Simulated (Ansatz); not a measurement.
Input file for Ansatz (a first-principles code): R-CCSD(T)/cc-pV(T+d)Z on BClO (SMILES O=BCl). The basis file is the Basis Set Exchange's JSON of that set.

Ansatz 0.2 input:
```yaml
crystal:
  periodic: [false, false, false]
  atoms:
    - {symbol: Cl, position_ang: [-1.39042966, -0.00304672, -0.62816859]}
    - {symbol: B, position_ang: [0.14632501, 0.00008025, 0.06592151]}
    - {symbol: O, position_ang: [1.24410465, 0.00296646, 0.56224708]}
basis:
  gaussian:
    orbitals: cc-pV_T+d_Z.json
magnetization: {spin_polarized: false}
correlation: {method: ccsd_t, electrons: outside_noble_gas}
scf: {lower_state_search: off}
```

Q: Predict the final total energy.

A: -559.7319 hartree (reference determinant -559.1859, T1 diagnostic 0.016).

Q: How many basis functions does it have, and what does it roughly cost on one machine?

A: 99 functions; around 6 core-seconds (rough).
